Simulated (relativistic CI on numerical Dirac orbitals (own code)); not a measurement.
**Au⁵⁶⁺: q coefficients and field-shift factors**

These numbers are calculated, not measured: Dirac-Coulomb-Breit CI, KLI orbitals optimised for each configuration, derivatives by finite differences, unscaled Slater integrals, QED left out (own radial code, finite nucleus).

Configurations in the expansion (outside the closed core [Ne]): 3s2 3p6 3d5, 3s2 3p5 3d6, 3s2 3p4 3d7, 3s 3p6 3d6, 3p6 3d7, 3s 3p5 3d7, 3s2 3p6 3d4 4s, 3s2 3p6 3d3 4s2. Levels of other configurations are missing.

With x = (α/α₀)² − 1 an excitation energy changes as ω = ω₀ + qx; K = 2q/ω₀ is the relative enhancement. Terms are leading LS components, so labels can repeat. The field-shift factor is F = δν/δ⟨r²⟩ for the transition from the lowest level.

Lowest level 3s2 3p6 3d5 2D_5/2.

| Level | ω₀ (cm⁻¹) | q (cm⁻¹) | K | F (GHz/fm²) |
| --- | --- | --- | --- | --- |
| 3s2 3p6 3d5 6S_5/2 | 669502 | 797400 | 2.38 | 26 |
| 3s2 3p6 3d5 4G_7/2 | 771812 | 781200 | 2.02 | 26.1 |
| 3s2 3p6 3d5 2H_11/2 | 782723 | 765400 | 1.96 | 26.7 |
| 3s2 3p6 3d5 4D_3/2 | 788943 | 794400 | 2.01 | 25.7 |
| 3s2 3p6 3d5 2G_9/2 | 835096 | 782600 | 1.87 | 26.8 |
| 3s2 3p6 3d5 2D_5/2 | 869656 | 796000 | 1.83 | 26.7 |
| 3s2 3p6 3d5 4P_1/2 | 907025 | 827900 | 1.83 | 26.7 |
| 3s2 3p6 3d5 2F_7/2 | 908936 | 788400 | 1.73 | 26.3 |
| 3s2 3p6 3d5 2D_3/2 | 1066715 | 837500 | 1.57 | 29.2 |
| 3s2 3p6 3d5 6S_5/2 | 1429156 | 1.579e+06 | 2.21 | 51.1 |
| 3s2 3p6 3d5 4D_7/2 | 1509868 | 1.581e+06 | 2.09 | 51.4 |
| 3s2 3p6 3d5 4G_11/2 | 1512618 | 1.563e+06 | 2.07 | 52.4 |
| 3s2 3p6 3d5 4G_9/2 | 1530426 | 1.569e+06 | 2.05 | 51.7 |
| 3s2 3p6 3d5 2I_13/2 | 1556955 | 1.55e+06 | 1.99 | 53 |
| 3s2 3p6 3d5 4D_1/2 | 1577016 | 1.597e+06 | 2.03 | 51.7 |
| 3s2 3p6 3d5 4P_3/2 | 1584021 | 1.594e+06 | 2.01 | 52.3 |
| 3s2 3p6 3d5 2F_5/2 | 1595390 | 1.582e+06 | 1.98 | 51.7 |
| 3s2 3p6 3d5 2H_9/2 | 1640411 | 1.576e+06 | 1.92 | 53.2 |
| 3s2 3p6 3d5 2G_7/2 | 1664285 | 1.573e+06 | 1.89 | 51.9 |
| 3s2 3p6 3d5 4F_5/2 | 1683389 | 1.591e+06 | 1.89 | 53.2 |
| 3s2 3p6 3d5 2D_3/2 | 1685664 | 1.57e+06 | 1.86 | 50.3 |
| 3s2 3p6 3d5 2G_7/2 | 1741297 | 1.582e+06 | 1.82 | 53.3 |
| 3s2 3p6 3d5 4P_1/2 | 1741805 | 1.59e+06 | 1.83 | 52.2 |

At this charge energies of transitions that change n are usually good to better than 1 %, and those within a shell (Δn = 0) to a few per cent.
